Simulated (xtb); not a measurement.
(Z)-1-chlorobut-1-ene (C4H7Cl), SMILES Cl/C=C\CC. All values are semi-empirical tight-binding results from xtb (GFN2-xTB unless named), good for trends rather than for accurate numbers. Geometry: GFN2-xTB. One conformer was computed; it need not be the lowest.

Computed properties:
| Property | Result |
|---|---|
| orbital gap | 4.71 eV |
| dipole moment | 1.81 D |
| zero-point energy | 61.4 kcal/mol |
| G − E(el) at 298.15 K (modified RRHO) | 42.3 kcal/mol |
| static polarisability (D4 model) | 63.2 bohr³ |
| solvation energy, GFN2-xTB/ALPB(water) | -1.5 kcal/mol |
| solvation energy, GFN2-xTB/ALPB(ether) | -5.1 kcal/mol |
